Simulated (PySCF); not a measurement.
**Sc: excitation energy**

Sc [Ar] 3d1 4s2 (2D) → Sc [Ar] 3d3 (4F), as a difference of total energies. All numbers are calculated (PySCF 2.14, the spin-free X2C one-electron Hamiltonian (Gaussian nucleus), in ANO-RCC-VTZP). Correlated levels: valence and next inner shell: [Ne] frozen. The calculations carry no spin-orbit coupling.

```
                                method  excitation energy (eV)
                                   UHF                   4.892
    MP2 (valence and next inner shell)                   4.536
SCS-MP2 (valence and next inner shell)                   5.090
   CCSD (valence and next inner shell)                   4.811
CCSD(T) (valence and next inner shell)                   4.813
```

Problem. How much does correlation contribute at CCSD(T) (valence and next inner shell)?

Solution. 4.813 − (4.892) = -0.079 eV, measured against UHF.
